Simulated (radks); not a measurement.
Problem. Spherical jellium clusters: N electrons in a uniform positive sphere of charge N and radius rs N^(1/3), rs = 4.68 bohr. Method: non-relativistic Kohn-Sham, PBE, spin-polarised, spherical densities; computed with a radial shooting solver with Libxc functionals. Levels are named by radial order and angular momentum (1s, 1p, 1d, 2s, ...), and open shells are averaged over m. Each electron was tried in the lowest free levels, single moves between levels near the top were tried too, and the lowest total energy was kept; such a search can miss a lower state. The series stops at N = 9: beyond it a trial failed or the search could not be trusted, so later rows were left out. Give the order in which the levels fill up to N = 9, the shell closures and the spin along the way.

Solution. Shells are first occupied in the order 1s, 1p, 1d. Open shells at each N (closed shells left out): 1: 1s(up 1, down 0); 2: none; 3: 1p(up 1, down 0); 4: 1p(up 2, down 0); 5: 1p(up 3, down 0); 6: 1p(up 3, down 1); 7: 1p(up 3, down 2); 8: none; 9: 1d(up 1, down 0). All shells are closed at N = 2, 8 (there: 1s2 1p6). Largest 2S: 3, at N = 5.
